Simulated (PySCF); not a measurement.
Molfile (atoms numbered from 1):
```
C6H14O
     RDKit          3D

 21 20  0  0  0  0  0  0  0  0999 V2000
   -2.8651    1.2922    0.1090 C   0  0  0  0  0  0  0  0  0  0  0  0
   -1.8805    0.1441   -0.0326 C   0  0  0  0  0  0  0  0  0  0  0  0
   -0.4611    0.5403    0.3131 C   0  0  0  0  0  0  0  0  0  0  0  0
    0.3736   -0.5699    0.1501 O   0  0  0  0  0  0  0  0  0  0  0  0
    1.7009   -0.3827    0.5520 C   0  0  0  0  0  0  0  0  0  0  0  0
    2.5427    0.4187   -0.4313 C   0  0  0  0  0  0  0  0  0  0  0  0
    4.0008    0.5009   -0.0107 C   0  0  0  0  0  0  0  0  0  0  0  0
   -2.6033    2.1331   -0.5535 H   0  0  0  0  0  0  0  0  0  0  0  0
   -2.8881    1.6801    1.1403 H   0  0  0  0  0  0  0  0  0  0  0  0
   -3.8872    0.9767   -0.1472 H   0  0  0  0  0  0  0  0  0  0  0  0
   -2.1700   -0.6994    0.6158 H   0  0  0  0  0  0  0  0  0  0  0  0
   -1.8857   -0.2455   -1.0640 H   0  0  0  0  0  0  0  0  0  0  0  0
   -0.4118    0.9087    1.3609 H   0  0  0  0  0  0  0  0  0  0  0  0
   -0.1444    1.3864   -0.3315 H   0  0  0  0  0  0  0  0  0  0  0  0
    1.7378    0.0959    1.5542 H   0  0  0  0  0  0  0  0  0  0  0  0
    2.1343   -1.3907    0.6645 H   0  0  0  0  0  0  0  0  0  0  0  0
    2.1294    1.4362   -0.5346 H   0  0  0  0  0  0  0  0  0  0  0  0
    2.4513   -0.0548   -1.4233 H   0  0  0  0  0  0  0  0  0  0  0  0
    4.1104    0.9910    0.9704 H   0  0  0  0  0  0  0  0  0  0  0  0
    4.4528   -0.5010    0.0704 H   0  0  0  0  0  0  0  0  0  0  0  0
    4.5979    1.0753   -0.7343 H   0  0  0  0  0  0  0  0  0  0  0  0
  1  2  1  0
  2  3  1  0
  3  4  1  0
  4  5  1  0
  5  6  1  0
  6  7  1  0
  1  8  1  0
  1  9  1  0
  1 10  1  0
  2 11  1  0
  2 12  1  0
  3 13  1  0
  3 14  1  0
  5 15  1  0
  5 16  1  0
  6 17  1  0
  6 18  1  0
  7 19  1  0
  7 20  1  0
  7 21  1  0
M  END
```

Geometry: PBE0-D3(BJ)/def2-SVP; GIAO shifts from PySCF 2.14, gas phase, non-relativistic, averaged over equivalent atoms.

At PBE0/6-31G* (126 basis functions, 16 s wall time on 1 thread of an x86-64 server CPU, shared host):
```tsv
atoms	δ (ppm)
C3/C5	69.3
C2/C6	22.7
C1/C7	11.2
O4	26.7
H13/H14/H15/H16	3.38
H11/H12/H17/H18	1.66
H8/H9/H10/H19/H20/H21	0.83
```

Referencing at the same level of theory: ¹³C (σref 194.14), ¹H (σref 31.96) vs TMS; ¹⁷O (σref 324.18) vs H2O.

What do these become at B97-D/pcSseg-1?

Results:


```
                atoms  δ at B97-D/pcSseg-1  change
                C3/C5                 76.3    +7.0
                C2/C6                 26.5    +3.8
                C1/C7                 12.3    +1.1
                   O4                 61.8   +35.1
      H13/H14/H15/H16                 3.37   -0.01
      H11/H12/H17/H18                 1.58   -0.08
H8/H9/H10/H19/H20/H21                 0.90   +0.07
```

Scale: ¹³C (σref 179.17) and ¹H (σref 31.41) vs TMS; ¹⁷O (σref 330.37) against H2O (reference shieldings calculated alike).

The largest change is at O4 (ether oxygen). Cost: 189 basis functions, 36 s wall time on 1 thread of an x86-64 server CPU, shared host. The order of the carbon signals is the same at both levels.

Experimental scales use liquid or dissolved standards, which lie at an offset from isolated H2O (liquid H2O: subtract about 36 ppm).
